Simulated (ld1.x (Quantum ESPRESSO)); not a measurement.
**Configuration tests for boron (B) (TM)**

```
Element                 : B (Z = 5)
Generator               : ld1.x (Quantum ESPRESSO) 7.5
Type                    : norm-conserving Troullier–Martins (Kleinman–Bylander form)
Functional              : PBE
Relativity              : non-relativistic
Frozen core             : [He]
Valence charge          : 3
Reference configuration : 2s2 2p1
Partial waves           : 2p (bound): rc 3.70 bohr; 2s (bound): rc 1.60 bohr
Local potential         : the s channel
Core correction         : a·sin(br)/r model core, default radius (core density twice the valence density)
```

Energies are relative to the spin-unpolarised reference configuration 2s2 2p1; without spin polarisation the order of configurations can differ from experiment. The frozen-core shift is the all-electron ΔE with the core orbitals held at their reference shape minus the fully relaxed ΔE.

(1) Give the all-electron excitation energy and the error of the potential for: 2s2 2p0; 2s1 2p0; 2s2 2p0.5; 2s2 2p1.3; 2s1 2p2; 2s1 2p1; 2s0 2p3.

Levels in the configuration 2s2 2p0.5:

```json
{"level": "2s", "all-electron (eV)": "-14.125", "pseudo (eV)": "-14.059"}
{"level": "2p", "all-electron (eV)": "-8.090", "pseudo (eV)": "-7.947"}
```

## Answers

(1)

| valence configuration | charge | ΔE all-electron (eV) | error AE − PS (meV) | frozen-core shift (meV) |
| --- | --- | --- | --- | --- |
| 2s2 2p0 | +1 | 8.222 | +184 | +0.3 |
| 2s1 2p0 | +2 | 33.637 | +528 | +5.5 |
| 2s2 2p0.5 | +0.5 | 2.888 | +28 | 0.0 |
| 2s2 2p1.3 | -0.3 | -0.739 | +2.7 | 0.0 |
| 2s1 2p2 | 0 | 5.844 | -41 | +0.5 |
| 2s1 2p1 | +1 | 14.355 | -97 | +1.0 |
| 2s0 2p3 | 0 | 11.708 | -165 | +1.8 |
